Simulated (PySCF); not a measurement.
Si(F)(NHSiH3)2(Cl) (ClFH8N2Si3), SMILES [SiH3]N[Si](F)(Cl)N[SiH3]. Geometry: PBE0-D3(BJ)/def2-SVP. The values are those of a single conformer.

Computed equilibrium geometry at PBE0-D3(BJ)/def2-SVP (PySCF confirms it by a frequency run) as bond lengths and angles (one conformer of several):
Atoms: F1 Si2 Cl3 N4 Si5 N6 Si7 H8 H9 H10 H11 H12 H13 H14 H15. Bond lengths (Å): F1–Si2 1.621, Si2–Cl3 2.061, Si2–N4 1.703, Si2–N6 1.704, N4–Si5 1.757, N4–H8 1.017, Si5–H9 1.493, Si5–H10 1.491, Si5–H11 1.492, N6–Si7 1.756, N6–H12 1.015, Si7–H13 1.493, Si7–H14 1.492, Si7–H15 1.491. Bond angles (°): F1–Si2–Cl3 105.5, F1–Si2–N4 114.2, F1–Si2–N6 103.2, Cl3–Si2–N4 105.2, Cl3–Si2–N6 115.1, N4–Si2–N6 113.7, Si2–N4–Si5 128.9, Si2–N4–H8 115.4, Si5–N4–H8 115.6, N4–Si5–H9 105.8, N4–Si5–H10 111.8, N4–Si5–H11 111.9, H9–Si5–H10 109.5, H9–Si5–H11 109.0, H10–Si5–H11 108.7, Si2–N6–Si7 126.6, Si2–N6–H12 116.8, Si7–N6–H12 116.2, N6–Si7–H13 106.4, N6–Si7–H14 111.8, N6–Si7–H15 111.3, H13–Si7–H14 109.0, H13–Si7–H15 109.7, H14–Si7–H15 108.5.
